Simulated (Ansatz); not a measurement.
Two structures of ZnH$_{4}$OF$_{2}$, singlet, reached by relaxing down either side of one saddle point (PBE0-D4/def2-TZVP). Energies are electronic, without zero-point energy. Program: Ansatz 0.2.0. Basis: def2-TZVPP and def2-QZVPP. Cores are frozen in the correlated methods. The 3s and 3p shells of Cu and Zn are frozen; filled d shells are correlated. Extrapolation: Hartree–Fock as exp(−7.88 √X), correlation as X^−2.97. First:

Zn1  (0.389, -0.928, 0.391)
H2  (1.265, -0.539, -0.830)
O3  (-0.275, -1.792, 1.794)
H4  (-0.638, 1.400, -0.534)
F5  (-1.017, 0.967, 0.220)
H6  (0.875, 0.722, -1.502)
F7  (0.433, 1.534, -1.740)
H8  (-1.031, -1.365, 2.201)
(Å)

Second:

| atom | x (Å) | y (Å) | z (Å) |
| --- | --- | --- | --- |
| Zn1 | -0.5253 | -0.2507 | 0.7493 |
| H2 | 1.2354 | -0.7668 | -0.6005 |
| O3 | -0.0117 | -1.7619 | 1.5013 |
| H4 | -0.3558 | 1.8063 | -1.1675 |
| F5 | -1.1567 | 1.2769 | 0.1025 |
| H6 | 1.0703 | -0.1294 | -0.9743 |
| F7 | 0.2736 | 1.8708 | -1.8677 |
| H8 | -0.5298 | -2.0453 | 2.2570 |

Problem. Which bonds change from the first to the second?

Solution. ZnH₂O ([OH][ZnH]) + HF + HF → ZnHOF ([OH][Zn][F]) + HF + H₂; bonds formed: Zn1–F5, H2–H6, H4–F7; bonds broken: Zn1–H2, H4–F5, H6–F7.

Problem. Give the saddle point's structure and its height above each. (Judge from chemistry; the value comes from the calculation.)

Solution. Computed: 0.483 eV above the first and 0.840 eV above the second (CCSD(T) at an estimated basis limit (MP2 extrapolated from triple and quadruple zeta, plus CCSD(T) − MP2 in triple zeta)).
Zn1  (0.040, -0.574, 0.441)
H2  (1.147, -0.394, -0.839)
O3  (-0.156, -1.824, 1.700)
H4  (-0.404, 1.451, -0.814)
F5  (-0.983, 1.078, 0.084)
H6  (0.856, 0.423, -1.227)
F7  (0.383, 1.497, -1.647)
H8  (-0.884, -1.657, 2.301)
(Å)

No T1 diagnostic of these runs exceeds 0.016.

Labels in which every atom is bracketed show which atoms are joined, not bond orders.

For scale, one of the runs: CCSD(T)/def2-TZVPP, 213 basis functions, launched by `ansatz run in.yaml --threads 8 --pin off --events-out ev --progress --plain --max-ram 19148MiB`. The run took 54 s on 8 CPU threads of an Arm Neoverse V1 (shared host), with 3.3 GiB of host memory at its peak.
